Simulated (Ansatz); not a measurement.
Mulliken charges of CH₄ClFSi (`FC([SiH3])Cl`) from B3LYP/def2-TZVPP in Ansatz (PBE0-D4/def2-TZVP geometry).

| atom | x (Å) | y (Å) | z (Å) | charge (e) |
| --- | --- | --- | --- | --- |
| F1 | -1.529 | 1.142 | 0.106 | -0.207 |
| C2 | -0.445 | 0.616 | -0.545 | 0.108 |
| Si3 | 0.550 | -0.528 | 0.613 | 0.253 |
| Cl4 | -1.003 | -0.329 | -1.948 | -0.132 |
| H5 | 0.133 | 1.446 | -0.956 | 0.117 |
| H6 | 0.989 | 0.261 | 1.792 | -0.055 |
| H7 | 1.728 | -1.020 | -0.141 | -0.046 |
| H8 | -0.331 | -1.645 | 1.023 | -0.038 |

Task: By hand: the dipole of these point charges (1 e Å = 4.8032 D).

Result: Σ q r = (0.434, 0.004, 0.089) e Å, of length 0.443 e Å = 2.13 D.

Task: How does the dipole of the full density compare? (An estimate is asked.)

Result: Ansatz gave: (0.350, 0.027, 0.106) e Å, 1.76 D; the point charges give 1.21 times that, at 6° from its direction.

Point charges leave out the atoms' own dipoles, such as those of lone pairs, and Mulliken's split depends on the basis, so the two needn't agree.

B3LYP here is the variant with VWN-RPA as its local correlation; programs differ in this.
